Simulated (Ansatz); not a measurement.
Reaction (atomization): `CO[SiH]([O])F`• → C• + F• + 4 H• + 2 O• + Si•

Program: Ansatz. Geometries: PBE0-D4/def2-TZVP. ΔE: electronic, gas phase. CCSD(T)/CBS is the MP2 limit (def2-TZVPP, def2-QZVPP) plus CCSD(T) − MP2 in def2-TZVPP, frozen cores. This one scheme is used for every species, atoms too. For atomizations the MP2-based limit and the directly extrapolated one differ by several kJ/mol either way, and by 10 to 25 for some Ge, Se and Sn compounds, so smaller differences from it don't rank the levels. No spin–orbit coupling; open shells (•) take unrestricted orbitals. Spin–orbit coupling would lower the free atoms: a little for C, F, O, Si. Each species was taken in one conformer, which may not be the lowest.

```csv
species,CCSD(T)/CBS(def2) energy (Eh)
`CO[SiH]([O])F`•,-579.73380
C•,-37.79194
F•,-99.66871
H•,-0.50000
O•,-75.00631
Si•,-288.94402
```

**Question.** Work out ΔE.

**Answer.** ΔE = 4 × (-0.50000) + 2 × (-75.00631) + (-37.79194) + (-99.66871) + (-288.94402) − (-579.73380) = 1.31651 Eh = +3456.5 kJ/mol.

Largest T1 diagnostic among the species: 0.014.

From r2SCAN to r2SCAN0 (25 % exact exchange), in def2-TZVPP and without D4, ΔE moves by −76.0 kJ/mol: exact exchange takes away binding that semilocal exchange gives to molecules. At CCSD(T), def2-SVP lies −269.7 kJ/mol from the extrapolated value and def2-TZVPP −101.5 kJ/mol: correlation converges slowly with the basis, and small sets miss more of it in the bonded molecule than in its fragments.
